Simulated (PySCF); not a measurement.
**Simulated absorption spectrum**

Species: C₄H₆N₂S₂.
Z-matrix (Å and degrees, GFN2-xTB geometry), rows numbered from 1:
```
C 
S   1  1.8141
C   2  1.7244  1   98.94
N   3  1.2899  2  124.78  1     0.05
N   4  1.3250  3  113.32  2  -179.99
C   5  1.2796  4  115.15  3    -0.02
C   6  1.4768  5  125.10  4  -179.98
S   3  1.7576  2  121.38  1  -179.94
H   1  1.0847  2  108.99  3    59.98
H   1  1.0847  2  109.02  3   -60.34
H   1  1.0850  2  106.53  3   179.79
H   7  1.0864  6  109.09  5    -0.14
H   7  1.0889  6  110.27  5  -120.46
H   7  1.0890  6  110.28  5   120.21
```

Method used: PySCF 2.14.0, density-fitted response routines, TDDFT PBE0/def2-SVPD, vertical, gas phase, core orbitals frozen in the response.

Each state is given a Gaussian of 0.4 eV full width at half maximum, with ε(max) = 2.175×10⁸ f / Δν̃ (Δν̃ the width in cm⁻¹). The cross-section is σ = 3.8235×10⁻²¹ ε cm², given in Mb (10⁻¹⁸ cm²). The width is an assumption, not a result. The curve ends short of the highest state used, and states not computed would add to its high-energy end.

λ (nm), σ (Mb) and a bar:
```
    218.7       0.72 
    221.3       0.56 
    223.9       0.44 
    226.6       0.35 
    229.2       0.34 
    231.9       0.54 
    234.5       1.18 #
    237.2       2.81 #
    239.8       5.95 ###
    242.4      11.30 ######
    245.1      19.56 ##########
    247.7      29.77 ###############
    250.4      41.33 ####################
    253.0      51.41 #########################
    255.6      58.40 #############################
    258.3      60.89 ##############################
    260.9      58.39 #############################
    263.6      51.58 #########################
    266.2      42.57 #####################
    268.9      32.48 ################
    271.5      23.46 ############
    274.1      15.98 ########
    276.8      10.10 #####
    279.4       6.16 ###
    282.1       3.49 ##
    284.7       1.93 #
    287.4       1.00 
    290.0       0.51 
    292.6       0.25 
    295.3       0.11
```

(1) Where are the band maxima, and which computed states make them?

(2) On this curve, what absorbance would a 10⁻⁵ mol/L sample give at 222 nm over a 1 cm path?

(3) Coming from long wavelengths, where does ε first pass 100 L mol⁻¹ cm⁻¹?

Results:

(1) 258 nm (4.80 eV), ε about 16000, made up of S2 (100%) (ε in L mol⁻¹ cm⁻¹; maxima over ε = 5, shares over 10%). At its high-energy end, 5.67 eV, the curve is still rising (ε about 190, from S4 and S5). The states used: S1 4.80 eV (f 0.0006); S2 4.80 eV (f 0.235); S3 5.02 eV (f 0.0012); S4 5.58 eV (f 0.0014); S5 5.90 eV (f 0.0035); S6 6.14 eV (f 0.0075); S7 6.18 eV (f 0.0003); S8 6.27 eV (f 0.012).

(2) 222 nm is 5.585 eV, where ε is about 140 L mol⁻¹ cm⁻¹, so A = ε c l ≈ 0.0014 (Beer–Lambert, with the gas-phase spectrum and the assumed width).

(3) At about 291 nm (4.26 eV), 0.54 eV below S1.

One conformer stands for the species.
